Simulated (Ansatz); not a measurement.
`[SeH][InH2]` + H₂ → H₂Se + `[InH3]` at 500 K and 1 bar (hydrogenolysis of the Se–In bond).

Gas-phase electronic energies from Ansatz, PBE0-D4/def2-TZVP geometries. CCSD(T)/CBS adds triple-zeta CCSD(T) − MP2 to the extrapolated MP2 energy (def2 sets, frozen cores). This one scheme is used for every species. Elements past krypton have def2 core potentials. For In, Se outer-core shells are correlated without core-valence functions, which leaves a few kJ/mol of doubt a bond. Scalar relativity is left out up to krypton.

```
      species  CCSD(T)/CBS energy (Eh)  H − E (kJ/mol)  S (J/(mol·K))
`[SeH][InH2]`              -2592.33228            82.0          341.7
           H₂                 -1.17544            41.0          145.5
         H₂Se              -2401.89790            53.1          237.8
     `[InH3]`               -191.56739            65.2          255.5
```

H − E and S are ideal-gas, rigid-rotor, harmonic terms from PBE0-D4/def2-TZVP. The MP2-based limit puts H₂ 0.8 mEh under its directly extrapolated value; such offsets cancel only in part. 1 Eh = 2625.50 kJ/mol, R = 8.31446 J/(mol·K).

Problem. By hand: ΔE, ΔH, ΔS and ΔG.

Solution. ΔE = (-2401.89790) + (-191.56739) − (-2592.33228) − (-1.17544) = 0.04243 Eh = 111.4 kJ/mol. Δ(H − E) = 53.1 + 65.2 − 82.0 − 41.0 = -4.7, so ΔH = 106.7 kJ/mol. ΔS = 237.8 + 255.5 − 341.7 − 145.5 = 6.1 J/(mol·K). ΔG = 106.7 − 500 × (6.1)/1000 = 103.7 kJ/mol.

Problem. By hand: the equilibrium constant, and the temperature at which ΔG would vanish if ΔH and ΔS stayed fixed.

Solution. log₁₀ K = −ΔG/(RT ln 10) = -10.8. ΔG = 0 at ΔH/ΔS = 17492 K, far beyond where these terms or the molecules hold.

The number of gas molecules stays the same, so ΔS is small and ΔH decides. A doubt of 5 kJ/mol in ΔE shifts log₁₀ K by 0.5 here. These are equilibria of isolated gas molecules and say nothing of rates. Largest T1 diagnostic: 0.014 (customary marks: 0.02 for closed shells, 0.045 for open ones).
